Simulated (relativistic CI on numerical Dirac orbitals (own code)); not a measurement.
# Line list: Electric-dipole lines, Sb³⁶⁺

These numbers are calculated, not measured: Dirac-Coulomb-Breit CI, separate exchange-only KLI orbitals for each configuration, model QED, unscaled Slater integrals (own radial code, finite nucleus).

Configurations in the expansion (outside the closed core [Ne]): 3s²3p³, 3s3p⁴, 3s²3p²3d, 3p⁵, 3s3p³3d, 3p⁴3d, 3s3p²3d², 3s²3p3d4p, 3p⁴4s, 3s3p²3d4s, 3p⁴4p, 3s²3p²4s, 3s²3p3d², 3s²3d³, 3s3p3d³, 3s²3d²4s, 3p³3d², 3p²3d³, 3p²3d²4s, 3s²3p3d4s, 3s3p3d²4s, 3s²3d4s², 3s3p²3d4p, 3s3p3d²4p, 3p²3d²4p, 3s3p3d4s4p. Double excitations out of closed p, d and f shells are left out; levels of such configurations are missing from the list, as are those of other unlisted configurations, and high levels can miss mixing partners.

```csv
λ vac (Å),Lower,Upper,A (s⁻¹),E lower (eV),E upper (eV)
54.258,3s²3p²3d ⁴F3/2 [6],3s²3p3d² ⁴F°3/2 [76],5.10e+11,140.310,368.821
54.605,3s²3p²3d ⁴D7/2 [16],3s²3p3d² ⁴P°5/2 [131],4.28e+11,207.638,434.693
55.299,3s²3p³ ²P°3/2 [1],3s²3p²3d ⁴P3/2 [22],2.22e+11,0.000,224.206
55.416,3s²3p³ ⁴S°3/2 [2],3s²3p²3d ²D3/2 [35],3.28e+11,52.927,276.662
55.478,3s²3p³ ²P°3/2 [1],3s²3p²3d ⁴D3/2 [21],3.96e+11,0.000,223.485
56.180,3s3p⁴ ⁴P5/2 [7],3s3p³3d ⁴D°7/2 [74],2.63e+11,145.574,366.266
56.439,3s²3p³ ²P°1/2 [4],3s²3p²3d ²D3/2 [40],3.68e+11,70.103,289.782
56.612,3s²3p³ ²D°5/2 [3],3s²3p²3d ²F7/2 [36],3.68e+11,60.718,279.725
56.744,3s²3p³ ²P°3/2 [1],3s²3p²3d ⁴P5/2 [19],3.14e+11,0.000,218.497
57.581,3s²3p³ ²D°5/2 [3],3s²3p²3d ²D5/2 [33],2.93e+11,60.718,276.040
58.526,3s²3p²3d ²G9/2 [18],3s²3p3d² ⁴F°9/2 [121],2.92e+11,215.646,427.490
64.878,3s²3p³ ²P°3/2 [5],3s3p⁴ ²P1/2 [49],5.35e+11,123.935,315.039
66.613,3s²3p³ ⁴S°3/2 [2],3s²3p²3d ²D5/2 [27],1.51e+11,52.927,239.053
67.056,3s²3p³ ²D°5/2 [3],3s3p⁴ ²P3/2 [28],2.08e+11,60.718,245.614
67.777,3s²3p³ ²P°3/2 [5],3s²3p²3d ²D5/2 [46],3.16e+11,123.935,306.864
69.089,3s²3p³ ²P°3/2 [5],3s²3p²3d ²D3/2 [45],2.27e+11,123.935,303.391
69.523,3s²3p³ ²D°5/2 [3],3s²3p²3d ²D5/2 [27],1.31e+11,60.718,239.053
71.807,3s²3p²3d ²D5/2 [46],3s²3p3d² ²F°7/2 [170],4.33e+11,306.864,479.526
72.021,3s²3p²3d ²G7/2 [15],3s²3p3d² ²G°9/2 [81],1.44e+11,200.881,373.032
73.157,3s²3p³ ²D°5/2 [3],3s²3p²3d ²G7/2 [23],8.27e+10,60.718,230.194
```

Terms are leading LS components. Brackets give the number of a level in order of energy, since labels repeat. The list gives strong lines, with weight on those to low levels, without lines whose two gauges differ by over a factor of 2.5, among the lowest 200 of 3317 levels, so that lines to higher ones, which can be the strongest, are missing. Levels whose partners in the same complex of configurations lie outside the list can be far off, and so can their lines. Rates are taken at the computed energies, electric ones in the length gauge.

At this charge energies of transitions that change n are usually good to better than 1 %, and those within a shell (Δn = 0) to a few per cent.

LS names give the leading component of a level, which can be under half, so a name can repeat, a term be missing and a line seem to break the LS rules.
